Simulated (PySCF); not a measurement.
A PySCF script (with the pyscf-properties extension) for the NMR shieldings of `C(#C)[SiH2]OCS(C)(=O)=O`, C$_{4}$H$_{8}$O$_{3}$SSi, on a GFN2-xTB geometry:

```python
import basis_set_exchange as bse
import numpy as np
from pyscf import gto, dft
from pyscf.prop import nmr

atoms = """
C     2.608989   -0.193191    1.289427
C     2.035278   -0.267299    0.235342
Si    1.203984   -0.414938   -1.415745
O    -0.403564   -0.765992   -1.318493
C    -1.455591    0.072036   -1.153795
S    -1.000978    1.380324    0.038799
C    -0.866364    0.534910    1.633757
O     0.297899    1.859819   -0.356446
O    -2.063800    2.345022    0.115702
H     3.107686   -0.117158    2.213397
H     1.548730   -1.744334   -1.925414
H     1.540813    0.671222   -2.321461
H    -2.321555   -0.456015   -0.749656
H    -1.729241    0.597606   -2.074535
H    -0.278658   -0.361830    1.485300
H    -0.361259    1.204480    2.318175
H    -1.869367    0.316832    1.975735
"""
names = dict.fromkeys(["C", "Si", "O", "S", "H"], "pcSseg-1")
basis = {el: gto.basis.parse(bse.get_basis(n, elements=[el], fmt="nwchem")) for el, n in names.items()}
mol = gto.M(atom=atoms, basis=basis, charge=0, verbose=0)
mf = dft.RKS(mol, xc="PBE0")
mf.grids.level = 2
mf.grids.alignment = dft.numint.BLKSIZE   # the property module wants whole blocks of grid points
mf.conv_tol = 1e-9
mf.kernel()

calc = nmr.RKS(mf)   # GIAO
C = mf.mo_coeff
Co = C[:, mf.mo_occ > 0]
resp = mf.gen_response(singlet=True, hermi=2)
def vind(x):   # induced exchange potential for any number of trial vectors
    d = np.einsum("pi,xij,qj->xpq", C, 2 * x.reshape(-1, C.shape[1], Co.shape[1]), Co, optimize=True)
    return np.einsum("xpq,pi,qj->xij", resp(d - d.transpose(0, 2, 1)), C, Co, optimize=True).ravel()
mo1, _ = nmr.rhf.solve_mo1(calc, with_cphf=vind)
sigma = calc.kernel(mo1)
for i, s in enumerate(sigma):   # ppm
    print("%2d %-2s %9.2f" % (i, mol.atom_pure_symbol(i), np.trace(s) / 3))
```

Question: Give the expected output.

Answer: 
```
 0 C      84.97
 1 C      94.40
 2 Si    402.82
 3 O     312.71
 4 C     103.34
 5 S     193.61
 6 C     140.95
 7 O     122.12
 8 O     127.61
 9 H      29.69
10 H      26.89
11 H      26.48
12 H      27.13
13 H      27.38
14 H      28.10
15 H      28.90
16 H      29.39
```

These numbers come from an equivalent density-fitted implementation of the same equations, which agrees with the script to about 0.01 ppm for H and up to a few tenths of a ppm for heavy atoms, so last digits may differ.

Question: Turn these shieldings into chemical shifts. Referencing at the same level of theory: ¹³C (σref 186.93) and ²⁹Si (σref 349.16) and ¹H (σref 31.72) vs TMS; ¹⁷O (σref 336.08) vs H2O; CS2 for ³³S (σref 503.73).

Answer: Averaging equivalent atoms: C 0: 102.0; C 1: 92.5; C 4: 83.6; C 6: 46.0; Si 2: -53.7; O 7/8: 211.2; O 3: 23.4; S 5: 310; H 10/11: 5.03; H 12/13: 4.46; H 14/15/16: 2.92; H 9: 2.03 ppm. Experimental scales use liquid or dissolved standards, which lie at an offset from isolated H2O (liquid H2O: subtract about 36 ppm).

Size and cost of the density-fitted run: 207 basis functions, 39 s wall time on 1 thread of an Arm Neoverse V2, shared host; peak memory 0.91 GiB.
